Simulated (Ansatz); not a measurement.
`CB(C)S`. Charge 0, multiplicity 1.

```xyz
11

C    -1.1472    0.6380    0.2506
B     0.0342   -0.3160   -0.1358
C     1.5288    0.1177    0.0589
S    -0.2409   -1.9620   -0.7994
H    -0.9331    1.6731   -0.0335
H    -1.2384    0.6430    1.3446
H    -2.1208    0.3581   -0.1554
H     2.2655   -0.6715   -0.1006
H     1.7544    0.9311   -0.6418
H     1.6811    0.5386    1.0584
H    -1.5839   -1.9501   -0.8461
```

Q: List the harmonic frequencies (cm⁻¹, unscaled) at PBE0-D4/def2-TZVP in Ansatz. (An estimate is asked.)

A: The calculation gave: 75, 98, 270, 292, 367, 443, 584, 753, 809, 833, 867, 907, 1118, 1180, 1325, 1338, 1441, 1445, 1463, 1467, 2702, 3029, 3033, 3091, 3095, 3131, 3133.

Q: Is this a minimum?

A: Yes, all 27 modes are real.

Q: Give the ideal-gas thermochemistry at 298.15 K and 1 bar (rigid rotor, harmonic oscillator; point group C1, symmetry number 1).

A: Zero-point energy 229.0 kJ/mol; H(298) − E = 248.5 kJ/mol; entropy 328.9 J/(mol·K), of which translation 162.5, rotation 107.4, vibration 58.9; G(298) − E = 150.4 kJ/mol. Modes under 100 cm⁻¹ are hindered rotations or soft bends, so the harmonic entropy is rough.

Q: And at 400, 500, 600, 800 and 1000 K?

A: 
| T (K) | H − E (kJ/mol) | S (J/mol/K) | G − E (kJ/mol) |
| --- | --- | --- | --- |
| 400 | 259.5 | 360.5 | 115.3 |
| 500 | 272.3 | 388.9 | 77.8 |
| 600 | 286.6 | 415.0 | 37.6 |
| 800 | 319.1 | 461.6 | -50.2 |
| 1000 | 355.6 | 502.3 | -146.7 |

Q: Rotational constants (cm⁻¹)?

A: 0.2479, 0.1449, 0.0946.
